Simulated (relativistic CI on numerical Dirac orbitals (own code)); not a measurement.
## Zn³⁺: 3d valence photoemission

Computed with this model: Dirac-Coulomb-Breit CI, orbitals from a KLI potential per configuration, model QED (radiative potential, 1s self-energy scaled to tabulated hydrogen-like ionisation energies), valence Slater integrals scaled by 0.8, multiplet model of photoemission in the sudden approximation; configurations [Ar] 3d9 → [Ar] 3d8; 80 K; Lorentzian 0.3 eV and Gaussian 0.5 eV FWHM. Energies are those of the free ion, without screening or charge transfer. The energies are binding energies and can lie tens of eV above those of solids. S is read from ⟨S²⟩ = S(S + 1).

Field parameters in Wybourne normalisation: Oh B⁴₀ = 21Dq, B⁴₄ = √(5/14) B⁴₀. The field is a parameter set, without covalency.

Peaks in eV (height, largest 100): 57.5 (100), 60.1 (51), 60.8 (54).

**Question.** Which surroundings give this spectrum?
A. Oh, 10Dq = 11400 cm⁻¹
B. free ion
C. Oh, 10Dq = 4100 cm⁻¹
D. Oh, 10Dq = 25900 cm⁻¹

**Answer.** B. free ion, where the ground state has S = 0.50.
